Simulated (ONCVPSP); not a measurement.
# Before and after: ONCV potential for boron

| Property | Result |
| --- | --- |
| Element | B (Z = 5) |
| Generator | ONCVPSP 4.0.1 |
| Type | optimised norm-conserving Vanderbilt (ONCV) |
| Functional | LDA (Perdew-Wang 92) |
| Relativity | scalar-relativistic |
| Frozen core | [He] |
| Valence charge | 3 |
| Reference configuration | 2s2 2p1 |
| Partial waves | 2s: rc 1.20 bohr, ncon 3, nbas 7, qcut 5.6 1/bohr, 3 projectors, debl 2.5 Ha; 2p: rc 2.80 bohr, ncon 4, nbas 8, qcut 4 1/bohr, 2 projectors, debl 0.6 Ha; d scattering state at 0.35 Ha: rc 2.75 bohr, ncon 4, nbas 7, qcut 3 1/bohr, 2 projectors, debl 0.7 Ha |
| Local potential | polynomial inside 0.80 bohr (lpopt 5, dvloc0 0 Ha) |
| Core correction | none |

Change: p: nproj 1.

Cutoffs: the cutoffs (Ha) at which the residual kinetic energy of the hardest occupied pseudo-wave falls to 1 and 0.1 mHa per electron; they do not see the model core or the augmentation charge, which bear on the density cutoff. Errors are all-electron minus pseudo energies relative to the spin-unpolarised reference configuration.

Question: What does the change do?

Answer: The potential gets neither clearly harder nor softer (12 Ha and 16 Ha → 12 Ha and 16 Ha); both files keep a bound ghost (s); the errors of the 4 common tests hardly move; the range in which the p phases agree narrows (upper end 1.6 → 0.4).

| quantity | base | changed |
| --- | --- | --- |
| cutoff, loose | 12 Ha | 12 Ha |
| cutoff, tight | 16 Ha | 16 Ha |
| bound ghosts | s | s |
| GHOST(+) flags under 300 eV | d at 3.7 eV | d at 3.7 eV |
| error for 2s2 2p0, meV [ΔE 8.32 eV] | +91 | +91 |
| error for 2s1 2p0, meV [ΔE 33.62 eV] | +321 | +321 |
| error for 2s2 2p0.5, meV [ΔE 2.94 eV] | +14 | +13 |
| error for 2s0 2p3, meV [ΔE 11.40 eV] | -39 | -41 |
| s: phases at 1.22 bohr within 0.05 rad from the reference energy up to (Ha; the scan ends near 5) | to the end of the scan | to the end of the scan |
| p: phases at 2.84 bohr within 0.05 rad from the reference energy up to (Ha; the scan ends near 5) | 1.6 | 0.4 |
| d: phases at 2.79 bohr within 0.05 rad from the reference energy up to (Ha; the scan ends near 5) | 2.0 | 2.0 |

 A true bound ghost makes a file unfit for plane-wave use even where its test errors are small: the radial tests pick states by their node count and pass the ghost by.
